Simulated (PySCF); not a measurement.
Geometries of 2 isomers of CH7FSeSi2, from PySCF 2.14.0, PBE0-D3(BJ)/def2-SVP geometry optimisation, gas phase. One conformer each, no zero-point energy, no frequencies.

**Question.** Which isomer lies lower at this level?
A.
```xyz
12
angstrom
F     -0.528   -1.646    0.190
C     -1.324   -0.781    0.921
Si    -1.126    0.977    0.228
Se     1.027    1.688    0.444
Si     2.039   -0.053   -0.658
H     -1.023   -0.825    1.982
H     -2.373   -1.119    0.852
H     -1.555    0.978   -1.201
H     -1.966    1.921    1.023
H      3.350    0.500   -1.106
H      2.282   -1.213    0.243
H      1.227   -0.462   -1.839
```
B.
```xyz
12
angstrom
C     -2.162   -0.017   -0.768
Si    -0.870   -0.146    0.558
F     -0.021   -1.528    0.340
Se     0.626    1.569    0.424
Si     2.485    0.246    0.198
H     -1.692   -0.095   -1.760
H     -2.910   -0.819   -0.663
H     -2.681    0.952   -0.709
H     -1.459   -0.216    1.923
H      3.605    1.228    0.125
H      2.442   -0.557   -1.056
H      2.672   -0.646    1.376
```

**Answer.** B. That is `C[Si@@H](F)[Se][SiH3]`, 53.8 kcal/mol below the other.

| SMILES | atoms numbered as above | E (Eh) | relative (kcal/mol) | relative (kJ/mol) | dipole (D) |
| --- | --- | --- | --- | --- | --- |
| C[Si@@H](F)[Se][SiH3] | [CH3:1][Si@@H:2]([F:3])[Se:4][SiH3:5] | -3121.56736 | 0.0 | 0.0 | 1.33 |
| FC[SiH2][Se][SiH3] | [F:1][CH2:2][SiH2:3][Se:4][SiH3:5] | -3121.48166 | 53.8 | 225.0 | 1.63 |

As drawn, the lower has an Si–F bond, which the higher lacks.
